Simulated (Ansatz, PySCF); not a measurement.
The pair A = H2S (SMILES S) (first 3 atoms), B = CH4O (SMILES CO); geometry from B3LYP-D3(BJ)/def2-TZVP.
(charge 0, multiplicity 1):
```xyz
9

S      0.0804     1.4955    -0.1962
H      1.2980     0.9304    -0.2127
H     -0.5319     0.3249    -0.4357
C      0.1589     0.1052     3.2580
O      0.2464    -0.5557     4.5139
H     -0.8575     0.4458     3.0354
H      0.4489    -0.6192     2.4988
H      0.8366     0.9625     3.1897
H     -0.0066     0.0634     5.2055
```

Rows in 6-31G* carry no dispersion term and start afresh at each structure (6-31G* with six Cartesian d functions). MP2/6-31G* freezes PySCF's default core.

The values were computed with Ansatz (Gaussian basis) for Hartree–Fock, density functionals and correlated methods; PySCF for 6-31G* rows. Each number belongs to the level named beside it.

Total energies (hartree), monomers frozen at their geometry in the pair:

| structure | HF/6-31G* | PBE/def2-TZVPPD | MP2/6-31G* |
|---|---|---|---|
| AB | -513.7012898 | -514.8642047 | -514.1350404 |
| A in the pair's basis | -398.6671530 | -399.2293193 | -398.7888572 |
| B in the pair's basis | -115.0347127 | -115.6343388 | -115.3461991 |
| A | -398.6669425 | -399.2292599 | -398.7883860 |
| B | -115.0346378 | -115.6343017 | -115.3460097 |

Question: Work out the interaction energy without and with the counterpoise correction, and the superposition error, for each level.

Answer: 
E(AB) − E(A) − E(B), times 627.509 kcal/mol, with the monomers in their own basis and then in the pair's basis:
- HF/6-31G*: 0.18 uncorrected, 0.36 corrected; the monomers gain 0.18 kcal/mol from borrowed functions
- PBE/def2-TZVPPD: -0.40 uncorrected, -0.34 corrected; the monomers gain 0.06 kcal/mol from borrowed functions
- MP2/6-31G*: -0.40 uncorrected, 0.01 corrected; the monomers gain 0.41 kcal/mol from borrowed functions

Ansatz is a program for electronic structure.
